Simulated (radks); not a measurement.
Tl LXII, 20 electrons, occupied as [Ar] 3d2.

Method: non-relativistic Kohn-Sham, PBE, spin-polarised, spherical densities, point nucleus; open shells are filled with parallel spins first (spin-orbit coupling, left out, can overturn this in heavy ions); relativity is left out, which matters for an element this heavy; computed with a radial shooting solver on a logarithmic mesh with Libxc functionals.

Energy parts (hartree):
total: -15117.9443
kinetic: 15116.9403
electron-nucleus: -31806.8589
Hartree: 1762.8761
exchange-correlation: -190.9018

Orbitals (lengths in bohr, moments of r in powers of bohr; r(max) is where P^2 peaks):
orbital  occ.  eigenvalue (hartree)   r(max)
1s up       1             -2994.044  0.01240
1s down     1             -2994.037  0.01240
2s up       1             -635.1368  0.06711
2s down     1             -634.5884  0.06708
2p up       3             -618.7773  0.05203
2p down     3             -618.3875  0.05201
3s up       1             -251.9888   0.1766
3s down     1             -251.5457   0.1767
3p up       3             -245.3430   0.1651
3p down     3             -244.8407   0.1653
3d up       2             -234.5286   0.1278
3d down     0             -233.8371   0.1279

The highest occupied level is 3d up at -6381.8 eV. The density falls to 0.001 e/bohr^3 at r = 0.56 bohr. Virial ratio -V/T = 2.00007. Summed over all electrons, <r^2> = 0.3903 bohr^2, which gives a Langevin (diamagnetic) susceptibility term of -0.309 x 10^-6 cm^3/mol. The spin density at the nucleus is -7.95 e/bohr^3 (1s -1.52, 2s -25.17, 3s 18.75). Spin moment in Bohr magnetons: 2.
